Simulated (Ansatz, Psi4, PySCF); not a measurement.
System: NaO, net charge 0, doublet state. SMILES: [Na][O]
Structure (B3LYP-D3(BJ)/def2-TZVP (Ansatz, a program for electronic structure) minimum search):
```
Na
O 1 2.0519
```
Charge 0, spin multiplicity 2.

Quantity: enthalpy of formation at 298 K, in kcal/mol. Terms: spin-orbit terms left out; frozen cores in correlated levels; non-relativistic; 6-31G* and kin with 6d, 5d where marked; 6-311+G** with 5d, 6d on Na to Ar in Ansatz; UHF or UKS for open shells. CBS(X,Y): correlation extrapolated as X^-3; Hartree-Fock from the larger set. Ab initio and DFT rows: single points at B3LYP-D3(BJ) geometries (Ansatz), with unscaled harmonic terms from B3LYP/6-31G* (Ansatz) at its own minima, enthalpies of formation by atomisation with measured atoms.

Coupled cluster (Ansatz) is a level with limits of its own, used here on species with T1 under 0.025 (0.045 for open shells) and stable references: CCSD(T)/CBS(def2-TZVPPD,def2-QZVPPD).

Value to compare with, CCSD(T)/CBS(def2-TZVPPD,def2-QZVPPD) (Ansatz): 21.3 kcal/mol.

```
level               program  enthalpy of formation at 298 K (kcal/mol)  difference
------------------  -------  -----------------------------------------  ----------
HF/STO-3G            Ansatz                                        7.3       -14.0
PBE/6-311+G**        Ansatz                                       18.9        -2.4
BP86/def2-SVP         PySCF                                       21.1        -0.2
B3LYP/3-21G          Ansatz                                       33.6        12.3
B3LYP/6-31G          Ansatz                                       31.4        10.1
B3LYP/6-31G*         Ansatz                                       27.4         6.1
B3LYP/6-31+G*        Ansatz                                       22.3         1.0
B3LYP/6-311+G**      Ansatz                                       22.7         1.4
PBE0/6-311+G**       Ansatz                                       26.3         5.0
M06-2X/6-31G* (5d)    PySCF                                       28.2         6.9
wB97X-D/6-311+G**      Psi4                                       20.6        -0.7
MP2/STO-3G           Ansatz                                       -0.3       -21.6
MP2/6-31G*           Ansatz                                       35.7        14.4
M06-2X/def2-TZVPD     PySCF                                       20.0        -1.3
wB97X-V/def2-TZVPD   Ansatz                                       19.9        -1.4
```

Among the 13 habitual levels, MP2/STO-3G lies farthest from CCSD(T)/CBS(def2-TZVPPD,def2-QZVPPD) (Ansatz) (-21.6 kcal/mol); 8 of 13 lie above it, and their mean absolute difference is 7.4 kcal/mol, the median 6.1. One case shows no general order.

The levels are drawn from those run, B3LYP/6-31G* more often than the rest, none by its result; left out are runs that failed, that the program found above a lower state of the same kind, or whose <S^2> lies over 0.5 above the pure value.
